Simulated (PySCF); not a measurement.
Computed shifts of a molecule ClGeH₆NSi, HF/pcSseg-1 (PySCF), GIAO, gas phase, atoms alike by connectivity averaged where their shifts nearly agree, in ppm (number of nuclei): ²⁹Si: -17.5 (1). ¹⁵N: -11.8 (1). ¹H: 5.18 (2), 4.74 (3), -0.51 (1). References: ²⁹Si against TMS (σ = 393.8 ppm); ³⁵Cl against HCl (σ = 958.2 ppm); ¹⁵N against NH3 (σ = 267.3 ppm); ⁷³Ge against GeH4 (σ = 1776.1 ppm); ¹H against TMS (σ = 31.99 ppm), references at their B3LYP-D3(BJ)/def2-TZVP geometries, non-relativistic (without spin–orbit terms, shifts of atoms bonded to Cl or Br come out too high). Geometry: B3LYP-D3(BJ)/def2-SVP. A frequency run showed that this geometry is not a minimum. The values are those of a single conformer.

Which structure fits?
A) [SiH3][NH][GeH2][Cl]
B) Cl[SiH2][NH][GeH3]
C) [NH2][GeH2][SiH2]Cl
D) N[Si@@H](Cl)[GeH3]

B, Cl[SiH2][NH][GeH3]
